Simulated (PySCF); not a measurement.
Zn(Cl)(NH2) (ClH₂NZn), SMILES [NH2][Zn][Cl].

Geometry optimised at r2SCAN-D4/def2-TZVP. One conformer was computed; it need not be the lowest.

Computed with TDDFT-B3LYP/def2-SVPD (PySCF 2.14.0).

Vertical excitations.  State labels are in the subgroup Cs.

Computed UV-visible absorptions:
| state | symmetry | energy (eV) | λ (nm) | f | main pairs |
|---|---|---|---|---|---|
| S1 | A' | 4.90 | 253 | 0.051 | HOMO→LUMO 97 % |
| S2 | A" | 5.71 | 217 | 0.004 | HOMO→LUMO+1 99 % |
| S3 | A" | 6.29 | 197 | 0.028 | HOMO−1→LUMO 99 % |
| S4 | A' | 6.31 | 196 | 0.027 | HOMO−2→LUMO 89 % |
| S5 | A' | 6.54 | 190 | 0.066 | HOMO→LUMO+2 79 % |
| S6 | A' | 6.92 | 179 | 0.027 | HOMO→LUMO+3 91 % |
| S7 | A" | 7.19 | 173 | 0.001 | HOMO−2→LUMO+1 99 % |
| S8 | A' | 7.29 | 170 | 0.000 | HOMO−1→LUMO+1 81 % |
| S9 | A" | 7.61 | 163 | 0.002 | HOMO−1→LUMO+2 99 % |
| S10 | A' | 7.68 | 161 | 0.065 | HOMO−2→LUMO+2 58 %, HOMO−3→LUMO 36 % |
| T1 | A' | 4.32 | 287 | 0 | HOMO→LUMO 97 % |
| T2 | A" | 5.61 | 221 | 0 | HOMO→LUMO+1 99 % |
| T3 | A' | 5.81 | 213 | 0 | HOMO→LUMO+2 93 % |
| T4 | A" | 6.00 | 207 | 0 | HOMO−1→LUMO 97 % |
Triplets are in the Tamm–Dancoff approximation, which puts them higher than full response would, so one can lie above its singlet here.
